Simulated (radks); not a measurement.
Q: The table gives one normalised radial function P(r) = r R(r) of Mg in [He] 2s2 2p5 3s2 3d1 (r in bohr). Method: scalar-relativistic Kohn-Sham, exchange-only LDA, spin-polarised, spherical densities, finite nucleus; open shells are filled with parallel spins first; Fermi nuclear charge, rms radius 3.057 fm; computed with a radial shooting solver on a logarithmic mesh with Libxc functionals.

| r | P |
|---|---|
| 0.004841 | 0.0278 |
| 0.006405 | 0.0361 |
| 0.008475 | 0.0465 |
| 0.0113 | 0.0598 |
| 0.01496 | 0.0755 |
| 0.01995 | 0.0945 |
| 0.02639 | 0.1150 |
| 0.03492 | 0.1360 |
| 0.04658 | 0.1547 |
| 0.06163 | 0.1648 |
| 0.08219 | 0.1591 |
| 0.1088 | 0.1288 |
| 0.1439 | 0.0661 |
| 0.1919 | -0.0338 |
| 0.2539 | -0.1531 |
| 0.3387 | -0.2661 |
| 0.4481 | -0.3178 |
| 0.5929 | -0.2648 |
| 0.7908 | -0.0808 |
| 1.046 | 0.1917 |
| 1.396 | 0.4795 |
| 1.847 | 0.6588 |
| 2.443 | 0.6625 |
| 3.259 | 0.4943 |
| 4.312 | 0.2699 |
| 5.751 | 0.0981 |
| 7.609 | 0.0232 |
| 10.07 | 0.0032 |
| 13.43 | 0.0002 |
| 17.77 | 0.0000 |
| 23.7 | 0.0000 |
| 31.35 | 0.0000 |

Which n and l does it have? It may be an empty orbital.

A: n = 3, l = 0: the number of nodes gives n - l - 1 = 2, the rise at small r (about r^(l+1)) gives l, and the extent must fit the shell. The curve is that of 3s down; the table hardly tells the two spins apart. 3s down: eigenvalue -9.319 eV, 2 radial nodes at r = 0.176, 0.865 bohr, <r> = 2.54 bohr, 90 % of the charge inside 3.83 bohr.
